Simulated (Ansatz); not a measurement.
The cluster GeBr2, relaxed as a singlet with RKS r2SCAN-D4/def2-TZVP in Ansatz, starting from the GFN2-xTB geometry. Force threshold 0.02 eV/Å.

The structure comes from a short search, and lower isomers may exist.

Start:

| atom | x (Å) | y (Å) | z (Å) |
| --- | --- | --- | --- |
| Ge1 | 0.890 | 0.176 | -0.426 |
| Br2 | -1.170 | -0.407 | -1.429 |
| Br3 | 0.280 | 0.231 | 1.855 |

| step | energy (eV) | largest force component (eV/Å) | SCF passes |
| --- | --- | --- | --- |
| 1 | -196612.2696 | 0.255 | 17 |
| 2 | -196612.2737 | 0.038 | 23 |
| 3 | -196612.2738 | 0.002 | 24 |

Force components are those of the run's own axes.

End:

Cartesian coordinates in Å:
```
Ge 0.880 0.174 -0.422
Br -1.160 -0.404 -1.421
Br 0.280 0.230 1.843
```

By distances, no bond broke or formed. The bond that changes most is Ge1–Br2, from 2.36 to 2.34 Å (atoms count from 1).

No frequencies were taken in this run, so the end may be a saddle point.

It took 2.5 s on 4 threads of Intel Xeon 6975P-C on a shared host.
